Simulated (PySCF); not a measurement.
## 4-(dimethylamino)thiophenol, C8H11NS

Cartesian coordinates in Å; atom numbers follow the order of the lines, from 1:
```xyz
21

C    -2.435    0.890   -0.394
N    -1.628    0.026    0.423
C    -2.240   -0.706    1.498
C    -0.253    0.124    0.365
C     0.387    0.961   -0.573
C     1.773    1.043   -0.643
C     2.585    0.304    0.220
S     4.355    0.365    0.188
C     1.962   -0.519    1.164
C     0.578   -0.606    1.241
H    -2.308    1.963   -0.148
H    -2.204    0.766   -1.465
H    -3.493    0.635   -0.258
H    -3.330   -0.691    1.372
H    -1.925   -1.763    1.503
H    -2.007   -0.283    2.496
H    -0.200    1.564   -1.266
H     2.222    1.705   -1.388
H     4.462    1.217   -0.851
H     2.568   -1.105    1.859
H     0.144   -1.258    1.998
```

Level of theory: quadratic response CAM-B3LYP/def2-SVPD first hyperpolarisability, Taylor convention, gas phase in PySCF. Geometry: PBE0-D3(BJ)/def2-SVP.

(1) Give the tensor of the second harmonic β(−2ω;ω,ω) at 1907 nm in the axes of these coordinates.

## Answers

(1) In au, Taylor convention; rows are the first index (the induced dipole):
|  | xx | yy | zz | xy | xz | yz |
| --- | --- | --- | --- | --- | --- | --- |
| x | -431.5 | -3.7 | +20.0 | -35.3 | +7.9 | -70.9 |
| y | -35.1 | -40.2 | 0.0 | -3.6 | -68.0 | -15.5 |
| z | +7.9 | -15.9 | -38.6 | -67.9 | +19.2 | -0.2 |

Norm of βᵢ = ⅓ Σⱼ (βᵢⱼⱼ + βⱼᵢⱼ + βⱼⱼᵢ): 424.9 au, hyper-Rayleigh value 187.2 au.
